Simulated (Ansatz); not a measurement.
Consider the substitution at a C–Si bond: `C[Si](C)(S)Cl` + `CC[Si]S` → `CC[Si]SC` + `C[SiH](S)Cl`.

Computed with Ansatz on PBE0-D4/def2-TZVP structures; ΔE is electronic, products minus reactants. CCSD(T)/CBS is the MP2 limit (def2-TZVPP, def2-QZVPP) plus CCSD(T) − MP2 in def2-TZVPP, frozen cores. This one scheme is used for every species. Functionals use def2-TZVPP. B3LYP here is the variant with VWN-RPA as its local correlation; programs differ in this. HSE06 is defined as in plane-wave codes. Each species was taken in one conformer, which may not be the lowest.

```
             level  ΔE (kcal/mol)  difference from CCSD(T)/CBS
       LDA (SPW92)           15.4                         -0.5
            PBE-D4           14.8                         -1.1
         revPBE-D4           14.3                         -1.6
           BLYP-D4           14.4                         -1.5
         r2SCAN-D4           15.9                          0.0
            B97M-V           16.8                          0.9
           PBE0-D4           15.7                         -0.2
          B3LYP-D4           15.3                         -0.6
        r2SCANh-D4           16.2                          0.3
        r2SCAN0-D4           16.4                          0.5
          HSE06-D4           15.7                         -0.2
          BHLYP-D4           16.1                          0.2
      CAM-B3LYP-D4           16.2                          0.3
           ωB97X-V           16.0                          0.1
           ωB97M-V           16.8                          0.9
          PBE-QIDH           16.3                          0.4
               PBE           15.0                         -0.9
            revPBE           15.0                         -0.9
              BLYP           14.8                         -1.1
            r2SCAN           16.0                          0.1
              PBE0           15.9                          0.0
             B3LYP           15.5                         -0.4
           r2SCANh           16.2                          0.3
           r2SCAN0           16.5                          0.6
             HSE06           15.8                         -0.1
         CAM-B3LYP           16.3                          0.4
           LC-ωPBE           17.1                          1.2
RPA@PBE/def2-TZVPP           15.2                         -0.7
       HF/def2-SVP           18.0                          2.1
      MP2/def2-SVP           17.0                          1.1
     CCSD/def2-SVP           17.0                          1.1
  CCSD(T)/def2-SVP           16.5                          0.6
     HF/def2-TZVPP           16.6                          0.7
    MP2/def2-TZVPP           16.2                          0.3
   CCSD/def2-TZVPP           16.6                          0.7
CCSD(T)/def2-TZVPP           16.1                          0.2
    MP2/def2-QZVPP           16.0                          0.1
SCS-MP2/def2-QZVPP           15.5                         -0.4
      HF/CBS(def2)           16.5                          0.6
    CCSD/CBS(def2)           16.4                          0.5
       CCSD(T)/CBS           15.9                            0
```

Largest T1 diagnostic among the species: 0.014.

Leaving LDA and LC-ωPBE aside and taking each functional with its dispersion term where it has one, the values spread over 2.4 kcal/mol, from revPBE-D4 to ωB97M-V. From PBE to PBE0 (25 % exact exchange), in def2-TZVPP and without D4, ΔE moves by +0.9 kcal/mol.
